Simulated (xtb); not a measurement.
Bi(H)2(NMe2) (C2H8BiN), SMILES C[N](C)[BiH2]. All values are semi-empirical tight-binding results from xtb (GFN2-xTB unless named), good for trends rather than for accurate numbers. Geometry: GFN2-xTB. The structure was generated by enumeration; whether it is a known compound was not checked.

Optimised geometry:

Bonded distances (Å): Bi1–H2 1.789, Bi1–H3 1.772, Bi1–N4 2.173, N4–C5 1.439, N4–C6 1.443, C5–H7 1.094, C5–H8 1.102, C5–H9 1.087, C6–H10 1.103, C6–H11 1.094, C6–H12 1.090. Angles (°): H2–Bi1–H3 87.8, H2–Bi1–N4 93.6, H3–Bi1–N4 91.8, Bi1–N4–C5 114.7, Bi1–N4–C6 113.0, C5–N4–C6 112.0, N4–C5–H7 109.4, N4–C5–H8 112.9, N4–C5–H9 108.8, H7–C5–H8 108.3, H7–C5–H9 108.9, H8–C5–H9 108.5, N4–C6–H10 113.3, N4–C6–H11 109.2, N4–C6–H12 109.6, H10–C6–H11 107.8, H10–C6–H12 108.5, H11–C6–H12 108.3.
Charge 0, spin multiplicity 1.

For metal compounds this method's bond lengths and energies can be far off.

| Property | Result |
|---|---|
| orbital gap | 5.04 eV |
| zero-point energy | 57.9 kcal/mol |
| G − E(el) at 298.15 K (modified RRHO) | 37.8 kcal/mol |

Computed atomic charges and the Wiberg bond orders between heavy atoms:
charges (e) Bi1 0.45, H2 -0.14, H3 -0.12, N4 -0.29, C5 -0.02, C6 -0.01, H7 0.03, H8 0.01, H9 0.04, H10 0.00, H11 0.03, H12 0.02. Bond orders Bi1–N4 0.94, N4–C5 1.03, N4–C6 1.03.
